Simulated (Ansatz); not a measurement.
In₄As₅H₁₆⁺ was relaxed with r2SCAN-D4 (def2-SVP) in Ansatz in these states: charge +1 singlet, charge +2 doublet. The geometries follow in no particular order.

In the def2 sets In takes a core potential; there is no spin–orbit coupling.

A:

Cartesian coordinates in Å:
```
In 0.093 -2.443 1.231
In -2.734 0.256 -2.075
In -0.028 2.320 2.597
In 2.160 0.825 -1.666
As 0.073 -0.498 2.999
As -2.428 -1.961 -0.124
As 1.889 -1.678 -0.581
As -0.266 1.008 -2.879
As 1.820 2.322 0.503
H -0.392 -4.092 1.304
H -3.227 1.373 -0.893
H -3.186 -1.037 -3.099
H 0.847 2.876 3.935
H -1.493 2.396 1.730
H 3.494 0.911 -2.726
H -1.021 -0.973 3.927
H 1.239 -0.958 3.844
H -3.562 -1.814 0.865
H -2.897 -3.247 -0.762
H 1.957 -2.764 -1.626
H 3.193 -1.986 0.116
H -0.067 0.513 -4.290
H -0.393 2.478 -3.191
H 3.236 2.492 1.001
H 1.694 3.685 -0.138
```

B:

```csv
atom,x (Å),y (Å),z (Å)
In1,1.149,-2.417,0.619
In2,1.474,1.131,-2.914
In3,-3.232,-0.640,-0.701
In4,0.085,2.106,1.761
As5,-1.490,-2.550,0.263
As6,1.993,-1.270,-1.641
As7,1.239,-0.281,2.264
As8,1.222,2.617,-0.598
As9,-2.361,1.284,1.077
H10,1.986,-3.798,1.190
H11,-0.141,0.958,-3.443
H12,2.988,1.595,-3.552
H13,-4.773,-1.100,-0.134
H14,-2.501,-0.172,-2.174
H15,0.239,3.256,3.021
H16,-1.665,-3.809,-0.553
H17,-1.997,-3.119,1.568
H18,1.731,-2.356,-2.660
H19,3.489,-1.472,-1.569
H20,2.689,-0.022,2.598
H21,0.809,-0.732,3.639
H22,2.569,3.179,-0.204
H23,0.597,3.938,-0.984
H24,-3.047,1.095,2.410
H25,-3.052,2.579,0.716
```

Task: Judge from the bond lengths which geometry belongs to which state (an estimate).

Result: A is the charge +2 doublet (In1–As6 2.902 Å, In2–As6 2.969 Å, In3–As5 2.849 Å); B is the charge +1 singlet (In1–As6 2.671 Å, In2–As6 2.767 Å, In3–As5 2.758 Å).
